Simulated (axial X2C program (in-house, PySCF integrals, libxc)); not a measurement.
# Bond lengths and stretching modes, held linear, of OAsO²⁺

Calculated with an in-house all-electron X2C program for linear molecules (integrals from PySCF): two-component X2C with atomic mean-field Coulomb and Gaunt terms, Gaussian nuclei, basis O dyall-av3z, As dyall-v3z with contracted cores. Spin-free rows use the one-electron spin-free X2C Hamiltonian.

Masses O 15.995, As 74.922, O 15.995 u. States: 2c Ω = 1/2 (beyond evenly filled blocks: ω = 1/2); spin-free M_S = 1/2, Λ = 1 (beyond evenly filled blocks: π+α, π+β, π-α).

r2SCAN, 2c: energies above the lowest point

| r(O–As) (Å) | r(As–O) (Å) | E (meV) |
| --- | --- | --- |
| 1.5863 | 1.5863 | 95.30 |
| 1.5863 | 1.6270 | 39.27 |
| 1.5863 | 1.6677 | 35.21 |
| 1.6270 | 1.5863 | 39.27 |
| 1.6270 | 1.6270 | 0.00 |
| 1.6270 | 1.6677 | 12.18 |
| 1.6270 | 1.7084 | 61.17 |
| 1.6677 | 1.5863 | 35.21 |
| 1.6677 | 1.6270 | 12.18 |
| 1.6677 | 1.6677 | 40.40 |
| 1.7084 | 1.6270 | 61.17 |
| 1.7084 | 1.7084 | 184.67 |

Task: Fit a quadratic surface with cubic terms in each bond: where is the minimum, and what are the two stretching wavenumbers?

Result: At r2SCAN, 2c: bonds 1.634 and 1.634 Å; harmonic stretches 693.9 and 815.0 cm⁻¹; force constants 4.72, 4.72 and coupling 1.54 mdyn/Å.

The other levels and Hamiltonians give:

```json
{"Hamiltonian": "spin-free", "level": "r2SCAN", "r(O–As) (Å)": "1.634", "r(As–O) (Å)": "1.634", "lower stretch (cm⁻¹)": "692.5", "upper stretch (cm⁻¹)": "815.3"}
```

Each state is one determinant, the lowest of a limited PBE0 search; the stretches come from a fit to these few points and carry an uncertainty of a few per cent. Other orders of the atoms were not compared. Left out for rough or failed fits: PBE0 2c, HF 2c, MP2 2c, PBE0 spin-free, HF spin-free, MP2 spin-free. A multiply charged ion may be only metastable. The molecule was held linear; bending was not examined, so a bent shape may lie lower. Note: functional without a current term on a determinant with orbital currents, of the molecule or an atom.
